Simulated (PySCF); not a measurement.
Geometry:
```tsv
atom	x (Å)	y (Å)	z (Å)
C1	3.123	0.762	-0.896
Si2	1.992	-0.588	-0.182
P3	-0.001	-0.417	-1.216
C4	-0.920	-1.567	-0.176
C5	-2.031	-1.258	0.479
C6	-2.682	0.092	0.485
C7	-1.728	1.216	0.219
C8	-0.592	1.110	-0.458
H9	3.067	0.789	-1.981
H10	2.850	1.746	-0.527
H11	4.157	0.583	-0.620
H12	1.944	-0.464	1.283
H13	2.503	-1.925	-0.512
H14	-0.522	-2.573	-0.144
H15	-2.533	-2.015	1.071
H16	-3.168	0.253	1.452
H17	-3.479	0.111	-0.272
H18	-2.019	2.175	0.629
H19	0.030	1.980	-0.627
```

[PySCF 2.14: NMR shieldings at PBE0/pcSseg-1/GIAO; geometry: GFN2-xTB; no solvent; no relativistic terms; one conformer; fast rotation and ring inversion assumed for equivalent nuclei]

**Question.** List the cross peaks expected in HSQC, COSY and HMBC spectra.

**Answer.** 

HSQC (one-bond C–H):
```csv
δH,δC
6.20 (H15/H18),133.7 (C5/C7)
6.10 (H14/H19),128.3 (C4/C8)
3.13 (H16/H17),32.4 (C6)
0.30 (H9/H10/H11),-8.4 (C1)
```

COSY cross peaks (H two or three bonds apart, from the bond graph; peaks can be absent where the dihedral angle is near 90°):
```csv
δH,δH
6.20 (H15/H18),6.10 (H14/H19)
6.20 (H15/H18),3.13 (H16/H17)
4.24 (H12/H13),0.30 (H9/H10/H11)
```

HMBC (two and three bonds, from the bond graph):
```csv
δH,δC
6.20 (H15/H18),"133.7 (C5/C7), 128.3 (C4/C8), 32.4 (C6)"
6.10 (H14/H19),"133.7 (C5/C7), 128.3 (C4/C8), 32.4 (C6)"
4.24 (H12/H13),"128.3 (C4/C8), -8.4 (C1)"
3.13 (H16/H17),"133.7 (C5/C7), 128.3 (C4/C8)"
```

Shifts are taken against calculated references (same method and geometry level): TMS for 1H and 13C.

Shifts are as computed. Against solution values, carbons near 30 ppm lie about +3 ppm off and those near 130 ppm about +5 ppm. Of 1211 compounds with measured shifts, 218 miss one by over three times the rms of a fit or turn the order of signals round; such compounds aren't used in these exercises.
